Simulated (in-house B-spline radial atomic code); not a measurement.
Settings and results of a run for Cu III (Cu2+) (an excited or competing configuration). Level of theory: scalar-relativistic (X2C) BHandHLYP, spin-polarised, spherical fractional occupations, exact exchange averaged over the configuration, Fermi nucleus of rms radius 3.8823 fm; calculated with an all-electron radial atomic-structure program (B-spline basis).

Command:
```bash
python run_scf.py task.json out
```
Settings (nuclear radius in fm, mass in u):
```
Z                29
configuration    [Ar] 3d8 4f1
hamiltonian      x2c
method           bhandhlyp
spin_polarised   True
nucleus          fermi
rms_radius       3.8823
atomic_mass      62.9296
speed_of_light   137.035999084
exact_exchange   averaged over the configuration
```

Output (hartree, bohr):
```
 radial grid: 73 intervals, B-splines of order 8, outer radius 38.5185 bohr

 iter        energy (Eh)    residual
    1       -1644.993721    3.68e-01
    2       -1647.442815    5.06e-01
    3       -1652.551351    6.57e-02
    4       -1652.660167    1.09e-02
    5       -1652.663177    1.68e-03
    6       -1652.663211    6.12e-04
    7       -1652.663216    3.46e-04
    8       -1652.663219    2.11e-05
    9       -1652.663219    1.95e-06
   10       -1652.663219    2.67e-07

 total energy                     -1652.66322
 kinetic                            1681.2122
 electron-nucleus                  -3945.2562
 Hartree                             677.8219
 exact exchange                      -32.3221
 exchange-correlation                -34.1190

 orbital      occ     eigenvalue          <r>       <r^2>       <1/r>       r_max
 1s up      1.000      -330.3413    0.0517702  0.00361792     29.6435     0.03372
 1s down    1.000      -330.3412    0.0517698  0.00361784     29.6436     0.03372
 2s up      1.000       -41.9626     0.234549    0.064986     6.41685      0.1964
 2s down    1.000       -41.8974       0.2343   0.0648329     6.42359      0.1963
 2p up      3.000       -36.3638     0.206346   0.0522508     6.21458      0.1582
 2p down    3.000       -36.3048     0.206025   0.0520615     6.22161      0.1581
 3s up      1.000        -6.2918     0.704177    0.571661     2.02551      0.6115
 3s down    1.000        -6.1415     0.705947     0.57474     2.01834      0.6119
 3p up      3.000        -4.6079     0.735003    0.635062     1.87076      0.6172
 3p down    3.000        -4.4363     0.738594    0.641811     1.86004      0.6181
 3d up      5.000        -1.8826     0.843995     0.89987     1.53941      0.5888
 3d down    3.000        -1.7790     0.861853    0.944882     1.51803      0.5924
 4f up      1.000        -0.2572      5.80986     37.6034    0.194638       5.168

 Slater integrals (Eh)
   F0(3d up,3d up)               1.093620
   F2(3d up,3d up)               0.510651
   F4(3d up,3d up)               0.318591
   F0(3d up,3d down)             1.083363
   F2(3d up,3d down)             0.504294
   F4(3d up,3d down)             0.314311
   F0(3d up,4f up)               0.194567
   F2(3d up,4f up)               0.010186
   F4(3d up,4f up)               0.002039
   G1(3d up,4f up)               0.001573
   G3(3d up,4f up)               0.000887
   G5(3d up,4f up)               0.000605
   F0(3d down,3d down)           1.073303
   F2(3d down,3d down)           0.498153
   F4(3d down,3d down)           0.310193
   F0(3d down,4f up)             0.194556
   F2(3d down,4f up)             0.010647
   F4(3d down,4f up)             0.002223
   F0(4f up,4f up)               0.155523
   F2(4f up,4f up)               0.086532
   F4(4f up,4f up)               0.057703
   F6(4f up,4f up)               0.042662
```

Time taken, with all properties: 0.32 s on 1 thread of Arm Neoverse V2, on a shared host.

One-electron X2C: radii and densities carry no picture-change correction, so inner-shell <1/r> comes out high (for 1s by about 2 % at Z = 33, 5 % at 54, 10 % at 75, 30 % at 118) and <r> low.
